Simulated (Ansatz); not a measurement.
Consider the substitution at a C–C bond: `C=C(C)C(=C)Cl` + `O[SiH2][SiH2]O` → `CO[SiH2][SiH2]O` + `C=CC(=C)Cl`.

Gas-phase electronic energies from Ansatz, PBE0-D4/def2-TZVP geometries. CBS: MP2 limit from def2 TZ/QZ plus the TZ coupled-cluster correction, frozen cores. One conformer a species, not always the lowest.

```csv
species,CCSD/CBS(def2) energy (Eh)
`C=C(C)C(=C)Cl`,-654.16996
`O[SiH2][SiH2]O`,-732.16731
`CO[SiH2][SiH2]O`,-771.40030
`C=CC(=C)Cl`,-614.91336
```

Problem. Work out ΔE.

Solution. ΔE = (-771.40030) + (-614.91336) − (-654.16996) − (-732.16731) = 0.02361 Eh = +62.0 kJ/mol. CCSD(T)/CBS gives +63.8 kJ/mol.

Largest T1 diagnostic among the species: 0.012.

The D4 term adds +3.8 kJ/mol with B3LYP and +2.0 kJ/mol with PBE0; it sums over pairs of atoms, weighted by their polarisabilities, and B3LYP, whose exchange is more repulsive, gets the larger term. In def2-TZVPP, CCSD(T) changes the Hartree–Fock value by +16.8 kJ/mol (the triples alone add +1.8 kJ/mol) and MP2 by +24.8 kJ/mol.

B3LYP here is the variant with VWN-RPA as its local correlation; programs differ in this.
